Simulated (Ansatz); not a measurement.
Stepwise reaction of `[SiH3]O[SiH2]O[SiH3]` with hydrogen sulfide, as a gas-phase model of exchange steps in deposition or etching. ΔE in kJ/mol; ΔG adds harmonic PBE0-D4 terms to CCSD(T)/CBS, at 1 bar.

Computed with Ansatz on PBE0-D4/def2-TZVP structures; ΔE is electronic, products minus reactants. CCSD(T)/CBS adds triple-zeta CCSD(T) − MP2 to the extrapolated MP2 energy (def2 sets, frozen cores). This one scheme is used for every species. Functionals use def2-TZVPP. B3LYP here is the variant with VWN-RPA as its local correlation; programs differ in this. Each species was taken in one conformer, which may not be the lowest.

| step | reaction | PBE-D4 | B3LYP-D4 | ωB97M-V | CCSD(T)/CBS | ΔG(400 K) |
| --- | --- | --- | --- | --- | --- | --- |
| 1 | `[SiH3]O[SiH2]O[SiH3]` + H₂S → `[SiH3]O[SiH2]S` + `O[SiH3]` | 45.7 | 65.3 | 61.0 | 62.6 | 69.0 |
| 2 | `[SiH3]O[SiH2]S` + H₂S → `S[SiH2]S` + `O[SiH3]` | 45.3 | 63.4 | 59.9 | 60.0 | 63.0 |

(1) By hand: ΔE of the 2 steps together at CCSD(T)/CBS.

## Answers

(1) (62.6) + (60.0) = 122.6 kJ/mol, or 61.3 kJ/mol a step.

In ΔE the steps differ by no more than 2.6 kJ/mol. All are uphill at CCSD(T)/CBS. ΔG lies between 63.0 and 69.0 kJ/mol a step. PBE-D4 differs from CCSD(T)/CBS by -16.9 to -14.7 kJ/mol a step. Isolated molecules leave out the surface, adducts and barriers. Largest T1 diagnostic: 0.012.
